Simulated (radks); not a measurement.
Fractional charge and spin in the 6s shell of barium: the spin-up occupation runs from 0 to 1 and the spin-down occupation from 0 to 1; the fullest corner is Ba, [Xe] 6s(up 1, down 1). Calculated with a radial shooting solver on a logarithmic mesh with Libxc functionals: scalar-relativistic Kohn-Sham, r2SCAN, spin-polarised, spherical densities, finite nucleus; meta-GGA in the generalised Kohn-Sham scheme; Fermi nuclear charge, rms radius of each element as measured or else 0.836 A^(1/3) + 0.57 fm. Energy (eV) minus the two flat planes that join the four corners (they meet along the diagonal where the two added fractions sum to one electron); zero is where a piecewise linear energy would lie.

| down \ up | 0 | 0.25 | 0.5 | 0.75 | 1 |
|---|---|---|---|---|---|
| 0 | 0.000 | -0.294 | -0.431 | -0.341 | 0.000 |
| 0.25 | -0.294 | -0.271 | -0.094 | 0.303 | -0.280 |
| 0.5 | -0.431 | -0.094 | 0.399 | - | -0.394 |
| 0.75 | -0.341 | 0.303 | - | -0.323 | - |
| 1 | 0.000 | -0.280 | -0.394 | - | 0.000 |

Corners above the fullest one (they belong to Ba+ and the next ion): (up 1, down 0) 4.928 eV, (up 0, down 1) 4.928 eV, (up 0, down 0) 14.741 eV. With half an added electron in each spin the energy lies 0.399 eV from the planes (fractional-spin error, the static-correlation error of a stretched bond), and with half an added electron in spin up alone -0.431 eV (fractional-charge error). For a frontier s shell over closed shells the exact functional lies on the planes.
